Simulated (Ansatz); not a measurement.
`F[SiH2][SiH](F)F` + H₂S → `F[SiH](F)S` + `F[SiH3]` at 600 K and 1 bar (cleavage of the Si–Si bond).

Computed with Ansatz on PBE0-D4/def2-TZVP structures; ΔE is electronic, products minus reactants. CBS: MP2 limit from def2 TZ/QZ plus the TZ coupled-cluster correction, frozen cores. This one scheme is used for every species. Each species was taken in one conformer, which may not be the lowest.

```
           species  CCSD(T)/CBS energy (Eh)  H − E (kJ/mol)  S (J/(mol·K))
`F[SiH2][SiH](F)F`               -879.52477           150.2          439.8
               H₂S               -398.97279            60.8          230.9
      `F[SiH](F)S`               -887.80771           109.3          379.0
         `F[SiH3]`               -390.72345           101.0          280.0
```

H − E and S are ideal-gas, rigid-rotor, harmonic terms from PBE0-D4/def2-TZVP, for one conformer and one mirror image of each species. 1 Eh = 2625.50 kJ/mol, R = 8.31446 J/(mol·K).

Problem. By hand: ΔE, ΔH, ΔS and ΔG.

Solution. ΔE = (-887.80771) + (-390.72345) − (-879.52477) − (-398.97279) = -0.03360 Eh = -88.2 kJ/mol. Δ(H − E) = 109.3 + 101.0 − 150.2 − 60.8 = -0.7, so ΔH = -88.9 kJ/mol. ΔS = 379.0 + 280.0 − 439.8 − 230.9 = -11.7 J/(mol·K). ΔG = -88.9 − 600 × (-11.7)/1000 = -81.9 kJ/mol.

Problem. By hand: the equilibrium constant, and the temperature at which ΔG would vanish if ΔH and ΔS stayed fixed.

Solution. log₁₀ K = −ΔG/(RT ln 10) = 7.1. ΔG = 0 at ΔH/ΔS = 7598 K, far beyond where these terms or the molecules hold.

The number of gas molecules stays the same, so ΔS is small and ΔH decides. A doubt of 5 kJ/mol in ΔE shifts log₁₀ K by 0.4 here. Other conformers and mirror images would add mixing entropy, several J/(mol·K) or more a flexible species. Modes under 60 cm⁻¹, often nearly free rotors, make the harmonic entropy too high. These are equilibria of isolated gas molecules and say nothing of rates. Largest T1 diagnostic: 0.012 (customary marks: 0.02 for closed shells, 0.045 for open ones).
